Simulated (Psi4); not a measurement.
BBr₃, charge -1, doublet, at a GFN2-xTB geometry (a state made from the parent by changing its charge; the spin is typed, not shown lowest) (a gas-phase anion, which may not be bound at this level). Base run: HF/6-31G in Psi4 1.11.

Psi4 was given this input:
```
memory 2 GB

molecule {
-1 2
  B     0.02149908   -0.02457271   -0.04758981
  Br   -1.60547699   -1.16290569   -0.12149488
  Br    0.01555139    1.76890099   -0.90300304
  Br    1.58685430   -0.60248491    1.03129646
}

set basis 6-31g
set reference uhf

energy('scf')
print_variables()
```

Variants of this job, named by their change:

```tsv
change	ΔE vs base (mEh)	SCF cycles	basis functions
base	0.000	10	96
d_convergence = 1e-8	0.000	13	96
cholesky_tolerance = 1e-3 (with scf_type cd)	-1942.6	10	96
diis_max_vecs = 3	0.000	12	96
ints_tolerance = 1e-8	0.000	10	96
puream = false	0.000	10	96
df_basis_scf = cc-pvtz-jkfit	-2046.6	10	96
e_convergence = 1e-8	0.000	12	96
guess = core	0.000	17	96
level_shift = 0.3	0.000	11	96
basis_guess = sto-3g	0.000	9	96
guess = huckel	0.000	12	96
cholesky_tolerance = 1e-6 (with scf_type cd)	-2046.9	10	96
```

Open shells are given as the SCF converged; they aren't shown to be the lowest states, and a large step between rows can be another state.

A gas-phase anion may not be bound at this level; its values then depend on the basis.
